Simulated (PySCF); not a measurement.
Electronic absorption of C6H7ClF2

C6H7ClF2.
SMILES: `FC(F)[C@@H]1CC=C(Cl)C1`

Theory: TDDFT B3LYP/def2-SVPD, vertical, gas phase, core orbitals frozen in the response (PySCF 2.14.0, density-fitted response routines). The structure is a single GFN2-xTB conformer in the gas phase; no vibrational or solvent corrections.

```json
{"state": "S1", "E (eV)": "6.34", "E (hartree)": "0.2331", "f": "0.0020", "main configurations (H = HOMO, L = LUMO)": "H→L+1 (88%)"}
{"state": "S2", "E (eV)": "6.42", "E (hartree)": "0.2359", "f": "0.229", "main configurations (H = HOMO, L = LUMO)": "H→L (92%)"}
{"state": "S3", "E (eV)": "6.58", "E (hartree)": "0.2417", "f": "0.0035", "main configurations (H = HOMO, L = LUMO)": "H→L+2 (87%), H→L+1 (9%)"}
{"state": "S4", "E (eV)": "7.03", "E (hartree)": "0.2585", "f": "0.025", "main configurations (H = HOMO, L = LUMO)": "H→L+3 (73%), H-1→L (22%)"}
{"state": "S5", "E (eV)": "7.06", "E (hartree)": "0.2595", "f": "0.018", "main configurations (H = HOMO, L = LUMO)": "H-1→L (77%), H→L+3 (20%)"}
{"state": "S6", "E (eV)": "7.24", "E (hartree)": "0.2661", "f": "0.0026", "main configurations (H = HOMO, L = LUMO)": "H→L+4 (94%)"}
{"state": "S7", "E (eV)": "7.46", "E (hartree)": "0.2743", "f": "0.0013", "main configurations (H = HOMO, L = LUMO)": "H→L+5 (84%)"}
{"state": "S8", "E (eV)": "7.83", "E (hartree)": "0.2879", "f": "0.0014", "main configurations (H = HOMO, L = LUMO)": "H→L+6 (90%)"}
```

Triplets, Tamm–Dancoff:

| state | E (eV) | λ (nm) | main configurations (H = HOMO, L = LUMO) |
| --- | --- | --- | --- |
| T1 | 4.18 | 296.4 | H→L (95%) |
| T2 | 6.05 | 204.9 | H→L+1 (47%), H→L+2 (41%) |
| T3 | 6.40 | 193.7 | H→L+1 (48%), H→L+2 (48%) |

The lowest singlet lies at 6.34 eV (195 nm, vacuum ultraviolet) and is very weak; its leading configuration is HOMO→LUMO+1 (88%). The most intense listed level is S2 at 6.42 eV (193 nm, f = 0.229), 0.08 eV above S1. Löwdin shares by element: HOMO carbon 61% or more, chlorine 22% (atoms not listed hold the other 17%); LUMO carbon 63% or more, chlorine 11%, hydrogen 7% or more (atoms not listed hold the other 20%). The listed states span 1.49 eV, and the widest gap between neighbours is 0.46 eV (S3 to S4). Weighted by f, the mean energy of these states is 6.54 eV. Orbital energies (eV): HOMO-3 -10.04, HOMO-2 -9.26, HOMO-1 -8.71, HOMO -7.06, LUMO -0.40, LUMO+1 0.28, LUMO+2 0.53. The window holds the lowest 8 singlets.
